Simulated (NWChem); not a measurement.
System: C₂H₃ClOSi; SMILES C#C[Si@@H](O)Cl

NWChem printed, in part:

```
             Northwest Computational Chemistry Package (NWChem) 7.3.0
             --------------------------------------------------------

 C1  symmetry detected

                             Geometry "geometry" -> ""
                             -------------------------

 Output coordinates in angstroms (scale by  1.889725989 to convert to a.u.)

  No.       Tag          Charge          X              Y              Z
 ---- ---------------- ---------- -------------- -------------- --------------
    1 C                    6.0000     0.91148384     2.61024519    -0.20883689
    2 C                    6.0000     0.38181568     1.54343489     0.04080182
    3 Si                  14.0000    -0.43914691    -0.04385818     0.43065439
    4 O                    8.0000    -1.87809292    -0.17528998    -0.36231042
    5 Cl                  17.0000     0.86141903    -1.54659438    -0.13288240
    6 H                    1.0000     1.38423922     3.55196763    -0.42799894
    7 H                    1.0000    -0.73223545    -0.17541738     1.87125452
    8 H                    1.0000    -1.88312426     0.00980796    -1.30672233

 Effective nuclear repulsion energy (a.u.)     253.5022155604

                                Z-matrix (autoz)
                                --------

 Units are Angstrom for bonds and degrees for angles

      Type          Name      I     J     K     L     M      Value
      ----------- --------  ----- ----- ----- ----- ----- ----------
    1 Stretch                  1     2                       1.21694
    2 Stretch                  1     6                       1.07628
    3 Stretch                  2     3                       1.82906
    4 Stretch                  3     4                       1.64822
    5 Stretch                  3     5                       2.06574
    6 Stretch                  3     7                       1.47599
    7 Stretch                  4     8                       0.96239
    8 Bend                     1     3     4               110.83032
    9 Bend                     1     3     5               107.30358
   10 Bend                     1     3     7               111.75504
   11 Bend                     2     3     4               111.00878
   12 Bend                     2     3     5               106.89199
   13 Bend                     2     3     7               111.99417
   14 Bend                     3     4     8               117.47373
   15 Bend                     4     3     5               111.12452
   16 Bend                     4     3     7               106.80425
   17 Bend                     5     3     7               109.05281
   18 Bend                     6     3     4               110.82539
   19 Bend                     6     3     5               107.41310
   20 Bend                     6     3     7               111.64766
   21 Torsion                  2     3     4     8          49.38916
   22 Torsion                  1     2     4     3        -178.27891
   23 Torsion                  1     2     5     3         179.82870
   24 Torsion                  5     3     4     8         -69.43089
   25 Torsion                  3     4     1     6        -178.77046
   26 Torsion                  6     3     4     8          49.92304
   27 Torsion                  3     5     1     6         179.49752
   28 Torsion                  3     7     1     6         179.31351
   29 Torsion                  1     2     7     3         178.33268
   30 Torsion                  7     3     4     8         171.73683

                           NWChem Geometry Optimization
                           ----------------------------

 maximum gradient threshold         (gmax) =   0.000450
 rms gradient threshold             (grms) =   0.000300
 maximum cartesian step threshold   (xmax) =   0.001800
 rms cartesian step threshold       (xrms) =   0.001200
 fixed trust radius                (trust) =   0.300000
 source of zmatrix                         =   autoz

          -------------------
          Energy Minimization
          -------------------

 Using diagonal initial Hessian
 Scaling for Hessian diagonals: bonds = 1.00  angles = 0.25  torsions = 0.10

          --------
          Step   0

                                 NWChem DFT Module
                                 -----------------

 Summary of "ao basis" -> "ao basis" (spherical)
 ------------------------------------------------------------------------------
       Tag                 Description            Shells   Functions and Types
 ---------------- ------------------------------  ------  ---------------------
 C                           6-31g*                  6       14   3s2p1d
 Si                          6-31g*                  8       18   4s3p1d
 O                           6-31g*                  6       14   3s2p1d
 Cl                          6-31g*                  8       18   4s3p1d
 H                           6-31g*                  2        2   2s

            General Information
            -------------------
          SCF calculation type: DFT
          Wavefunction type:  closed shell.
          No. of atoms     :     8
          No. of electrons :    54
           Alpha electrons :    27
            Beta electrons :    27
          Charge           :     0
          Spin multiplicity:     1
          Use of symmetry is: off; symmetry adaption is: off
          Maximum number of iterations: 150
          AO basis - number of functions:    84
                     number of shells:    40
          Convergence on energy requested:  1.00D-06
          Convergence on density requested:  1.00D-05
          Convergence on gradient requested:  5.00D-04

              XC Information
              --------------
                         B3LYP Method XC Potential
                     Hartree-Fock (Exact) Exchange  0.200
                        Slater Exchange Functional  0.800 local
                    Becke 1988 Exchange Functional  0.720 non-local
              Lee-Yang-Parr Correlation Functional  0.810
                  VWN I RPA Correlation Functional  0.190 local

             Grid Information
             ----------------
          Grid used for XC integration:  medium
          Radial quadrature: Mura-Knowles
          Angular quadrature: Lebedev.
          Tag              B.-S. Rad. Rad. Pts. Rad. Cut. Ang. Pts.
          ---              ---------- --------- --------- ---------
          C                   0.70       49          11.0       434
          Si                  1.10       88          10.0       590
          O                   0.60       49          12.0       434
          Cl                  1.00       88          12.0       590
          H                   0.35       45          12.0       434
          Grid pruning is: on
          Number of quadrature shells:   458
          Spatial weights used:  Erf1

      Superposition of Atomic Density Guess
      -------------------------------------

 Sum of atomic energies:        -899.83744838

      Non-variational initial energy
      ------------------------------

 Total energy =    -901.601225
 1-e energy   =   -1745.470354
 2-e energy   =     590.366914
 HOMO         =      -0.346064
 LUMO         =       0.012397

   convergence    iter        energy       DeltaE   RMS-Dens  Diis-err
 ---------------- ----- ----------------- --------- --------- ---------
 d= 0,ls=0.0,diis     1   -902.8659809053 -1.16D+03  1.48D-02  7.26D-01
 d= 0,ls=0.0,diis     2   -902.8544737041  1.15D-02  8.09D-03  9.22D-01
 d= 0,ls=0.0,diis     3   -902.9436752587 -8.92D-02  2.17D-03  7.13D-02
 d= 0,ls=0.0,diis     4   -902.9495155579 -5.84D-03  9.71D-04  7.52D-03
 d= 0,ls=0.0,diis     5   -902.9503540465 -8.38D-04  3.25D-04  1.80D-03
  Resetting Diis
 d= 0,ls=0.0,diis     6   -902.9505692222 -2.15D-04  1.06D-04  1.84D-04
 d= 0,ls=0.0,diis     7   -902.9505925308 -2.33D-05  3.10D-05  1.69D-06
 d= 0,ls=0.0,diis     8   -902.9505924374  9.34D-08  1.68D-05  2.43D-06
 d= 0,ls=0.0,diis     9   -902.9505927534 -3.16D-07  3.88D-06  2.99D-07

         Total DFT energy =     -902.950592753379
      One electron energy =    -1748.972239654627
           Coulomb energy =      662.327701841125
    Exchange-Corr. energy =      -69.808270500288
 Nuclear repulsion energy =      253.502215560411

 Numeric. integr. density =       53.999994716943

[...]

      ----------------------
      Optimization converged
      ----------------------

  Step       Energy      Delta E   Gmax     Grms     Xrms     Xmax
  ---- ---------------- -------- -------- -------- -------- --------
@    6    -902.95082012 -1.2D-07  0.00007  0.00002  0.00031  0.00079
                                     ok       ok       ok       ok

                                Z-matrix (autoz)
                                --------

 Units are Angstrom for bonds and degrees for angles

      Type          Name      I     J     K     L     M      Value     Gradient
      ----------- --------  ----- ----- ----- ----- ----- ---------- ----------
    1 Stretch                  1     2                       1.21435   -0.00003
    2 Stretch                  1     6                       1.06816   -0.00007
    3 Stretch                  2     3                       1.81972    0.00001
    4 Stretch                  3     4                       1.64966    0.00000
    5 Stretch                  3     5                       2.07873    0.00002
    6 Stretch                  3     7                       1.47035    0.00004
    7 Stretch                  4     8                       0.96822    0.00001
    8 Bend                     1     3     4               111.46212   -0.00001
    9 Bend                     1     3     5               107.67633    0.00001
   10 Bend                     1     3     7               112.14932    0.00000
   11 Bend                     2     3     4               111.64514   -0.00001
   12 Bend                     2     3     5               107.27992    0.00001
   13 Bend                     2     3     7               112.36900    0.00000
   14 Bend                     3     4     8               117.46360   -0.00001
   15 Bend                     4     3     5               111.19365   -0.00002
   16 Bend                     4     3     7               106.21337    0.00001
   17 Bend                     5     3     7               108.13764   -0.00000
   18 Bend                     6     3     4               111.45817   -0.00001
   19 Bend                     6     3     5               107.78018    0.00001
   20 Bend                     6     3     7               112.04593    0.00000
   21 Torsion                  2     3     4     8          49.65375   -0.00002
   22 Torsion                  1     2     4     3        -178.36720    0.00000
   23 Torsion                  1     2     5     3         179.86732   -0.00000
   24 Torsion                  5     3     4     8         -70.12360   -0.00002
   25 Torsion                  3     4     1     6        -178.81283    0.00000
   26 Torsion                  6     3     4     8          50.16271   -0.00002
   27 Torsion                  3     5     1     6         179.50229    0.00000
   28 Torsion                  3     7     1     6         179.34499   -0.00000
   29 Torsion                  1     2     7     3         178.35664   -0.00000
   30 Torsion                  7     3     4     8         172.45952   -0.00001

                         Geometry "geometry" -> "geometry"
                         ---------------------------------

 Output coordinates in angstroms (scale by  1.889725989 to convert to a.u.)

  No.       Tag          Charge          X              Y              Z
 ---- ---------------- ---------- -------------- -------------- --------------
    1 C                    6.0000     0.91249759     2.61127335    -0.20695579
    2 C                    6.0000     0.38243015     1.54714713     0.04067317
    3 Si                  14.0000    -0.43604240    -0.03203483     0.42496478
    4 O                    8.0000    -1.88137956    -0.17449245    -0.35739449
    5 Cl                  17.0000     0.86915047    -1.55375086    -0.12456942
    6 H                    1.0000     1.38305589     3.54557620    -0.42288384
    7 H                    1.0000    -0.72927974    -0.17599362     1.85856962
    8 H                    1.0000    -1.89407419     0.00657083    -1.30844429

 Effective nuclear repulsion energy (a.u.)     253.1185544767

                Final and change from initial internal coordinates
                --------------------------------------------------

                                Z-matrix (autoz)
                                --------

 Units are Angstrom for bonds and degrees for angles

[...]

 Rotational Constants
 --------------------
 A=   0.140861 cm-1  (  0.202663 K)
 B=   0.076094 cm-1  (  0.109480 K)
 C=   0.053670 cm-1  (  0.077218 K)

 Temperature                      =   298.15K
 frequency scaling parameter      =   1.0000

 Zero-Point correction to Energy  =   27.633 kcal/mol  (  0.044036 au)
 Thermal correction to Energy     =   31.805 kcal/mol  (  0.050685 au)
 Thermal correction to Enthalpy   =   32.397 kcal/mol  (  0.051629 au)

 Total Entropy                    =   80.971 cal/mol-K
   - Translational                =   39.873 cal/mol-K (mol. weight = 105.9642)
   - Rotational                   =   27.418 cal/mol-K (symmetry #  =        1)
   - Vibrational                  =   13.680 cal/mol-K

 Cv (constant volume heat capacity) =   22.378 cal/mol-K
   - Translational                  =    2.979 cal/mol-K
   - Rotational                     =    2.979 cal/mol-K
   - Vibrational                    =   16.420 cal/mol-K

[normal modes left out]

 ----------------------------------------------------------------------------
 Normal Eigenvalue ||           Projected Infra Red Intensities
  Mode   [cm**-1]  || [atomic units] [(debye/angs)**2] [(KM/mol)] [arbitrary]
 ------ ---------- || -------------- ----------------- ---------- -----------
    1       -0.000 ||    0.000376           0.009         0.366       0.059
    2       -0.000 ||    0.000031           0.001         0.030       0.005
    3       -0.000 ||    0.000385           0.009         0.375       0.061
    4       -0.000 ||    0.000854           0.020         0.832       0.135
    5        0.000 ||    0.000622           0.014         0.606       0.098
    6        0.000 ||    0.000331           0.008         0.323       0.052
    7      119.648 ||    0.002910           0.067         2.837       0.461
    8      156.555 ||    0.005716           0.132         5.572       0.905
    9      210.094 ||    0.029427           0.679        28.687       4.657
   10      280.632 ||    0.084086           1.940        81.971      13.308
   11      351.335 ||    0.025526           0.589        24.884       4.040
   12      383.202 ||    0.057019           1.315        55.585       9.024
   13      526.538 ||    0.098428           2.271        95.952      15.578
   14      652.307 ||    0.112601           2.598       109.769      17.821
   15      689.229 ||    0.040521           0.935        39.502       6.413
   16      701.002 ||    0.039938           0.921        38.933       6.321
   17      812.040 ||    0.065951           1.522        64.292      10.438
   18      830.656 ||    0.208033           4.799       202.801      32.925
   19      901.421 ||    0.412738           9.522       402.358      65.324
   20      935.561 ||    0.027051           0.624        26.370       4.281
   21     2164.106 ||    0.072118           1.664        70.304      11.414
   22     2348.886 ||    0.105342           2.430       102.692      16.672
   23     3479.113 ||    0.038256           0.883        37.294       6.055
   24     3796.267 ||    0.088132           2.033        85.915      13.949
 ----------------------------------------------------------------------------
```

Level: B3LYP/6-31G* (spherical d). 

Problem. Reconstruct the input file.

Solution. One answer among several that fit: the input that was run:
```
start job
memory heap 200 mb stack 900 mb global 1100 mb
geometry units angstroms
  C      0.781220     2.608036    -0.232505
  C      0.299366     1.521431     0.028375
  Si    -0.450942    -0.096581     0.434009
  O     -1.857269    -0.320475    -0.395900
  Cl     0.940482    -1.542957    -0.055069
  H      1.211723     3.567528    -0.461444
  H     -0.779412    -0.209503     1.868545
  H     -1.843793    -0.157922    -1.344370
end
basis spherical
  C library 6-31g*
  Si library 6-31g*
  O library 6-31g*
  Cl library 6-31g*
  H library 6-31g*
end
dft
  xc b3lyp
  iterations 150
end
driver
  maxiter 120
end
task dft optimize
task dft freq
```
